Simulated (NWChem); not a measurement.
# CdGeH4; SMILES [GeH3][CdH]

Program: NWChem. All runs use the structure optimised with PBE0/def2-SVP. def2 effective core potentials on Cd; no spin-orbit coupling. Total energies of different functionals are on different scales.

```json
[
 {"level": "B3LYP/def2-TZVP", "energy (Ha)": "-2247.2685", "highest occupied level (eV)": "-6.96", "orbital gap (eV)": "5.66", "dipole (D)": "0.48"},
 {"level": "PBE/def2-TZVP", "energy (Ha)": "-2246.8342", "highest occupied level (eV)": "-6.16", "orbital gap (eV)": "4.46", "dipole (D)": "0.44"},
 {"level": "B97-2/def2-TZVP", "energy (Ha)": "-2247.8914", "highest occupied level (eV)": "-6.90", "orbital gap (eV)": "5.89", "dipole (D)": "0.48"},
 {"level": "CAM-B3LYP/def2-TZVP", "energy (Ha)": "-2247.2435", "highest occupied level (eV)": "-8.35", "orbital gap (eV)": "8.08", "dipole (D)": "0.52"},
 {"level": "RPBE/def2-TZVP", "energy (Ha)": "-2247.1247", "highest occupied level (eV)": "-6.11", "orbital gap (eV)": "4.47", "dipole (D)": "0.44"},
 {"level": "LDA (Slater exchange, PW92)/def2-TZVP", "energy (Ha)": "-2243.6637", "highest occupied level (eV)": "-6.30", "orbital gap (eV)": "4.41", "dipole (D)": "0.42"},
 {"level": "HCTH/407/def2-TZVP", "energy (Ha)": "-2248.8187", "highest occupied level (eV)": "-6.23", "orbital gap (eV)": "4.44", "dipole (D)": "0.44"}
]
```
